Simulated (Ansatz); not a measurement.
```yaml
crystal:
  periodic: [false, false, false]
  atoms:
    - {symbol: O, position_ang: [0.748050, 1.723980, 0.769307]}
    - {symbol: Si, position_ang: [0.672235, 0.107161, 0.487657]}
    - {symbol: O, position_ang: [2.213140, -0.402359, 0.358785]}
    - {symbol: Al, position_ang: [-1.267261, -1.296327, 0.205666]}
    - {symbol: Se, position_ang: [-0.284001, -0.152048, -1.893989]}
    - {symbol: H, position_ang: [-0.062027, 2.160880, 1.040023]}
    - {symbol: H, position_ang: [2.873999, 0.227986, 0.059925]}
    - {symbol: H, position_ang: [-1.014374, -2.855153, 0.123854]}
    - {symbol: H, position_ang: [-2.633957, -0.577997, 0.572014]}
    - {symbol: H, position_ang: [-1.162703, 1.012578, -1.720244]}
basis:
  gaussian: {orbitals: aug-cc-pVTZ, nuclear_model: gaussian}
hamiltonian: {xc: {name: r2SCAN50}, dispersion: d3bjatm}
scf: {lower_state_search: light}
charge: 1
output: {forces: true}
```

```sh
$ ansatz run in.yaml --threads 4 --pin off --events-out ev --progress --plain --max-ram 10444MiB
```

Output, abridged:

```
Error: YAML parse error: error: line 18 column 1: unknown field `charge`, expected one of crystal, accuracy, basis, kpoints, hamiltonian, magnetization, projection, total_charge, correlation, batch, efield, external_charges, scf, relax, neb, saddle, md, ramp, phonons, dielectric, real_time, elastic, magnetic_configurations, gw, evaluate, workflow, output, checkpoint, execution
16 | hamiltonian: {xc: {name: r2SCAN50}, dispersion: d3bjatm}
17 | scf: {lower_state_search: light}
18 | charge: 1
19 | output: {forces: true}
```

**Question.** Something in this input is off. What?

**Answer.** The input holds a key that doesn't belong there. The input was rejected before any iteration.
